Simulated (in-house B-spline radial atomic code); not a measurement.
A fraction x of an electron is removed from 4f in Ho⁺, starting from [Xe] 4f11 6s1 and keeping the highest spin. Method: scalar-relativistic (X2C) wB97X, spin-polarised, spherical fractional occupations, Fermi nucleus of rms radius 5.2022 fm. Calculated with a radial B-spline atomic code at the basis-set limit.

Caution: exact exchange at fractional occupations of open shells leaves self-interaction of up to several eV.

```csv
x,E(x) - E(0) (eV),4f down level (eV)
0,0.0000,-8.367
0.09,0.8045,-9.517
0.2,1.9308,-10.968
0.36,3.8598,-13.160
0.4,?,?
0.5,5.8408,-15.150
0.61,7.5953,-16.757
0.7,?,?
0.78,10.6599,-19.311
0.94,13.9471,-21.791
1,15.2830,-22.739
```

(1) What belongs in the row x = 0.4?

(2) What belongs in the row x = 0.7?

(3) Check Janak's theorem between x = 0.09 and 0.2.

## Answers

(1) An energy change of 4.3975 eV; 4f down at -13.722 eV.

(2) An energy change of 9.1636 eV; 4f down at -18.099 eV.

(3) The slope of the energy is 10.24 eV; the orbital levels give 10.24 eV (-ε of the emptying orbital, averaged over the two points).
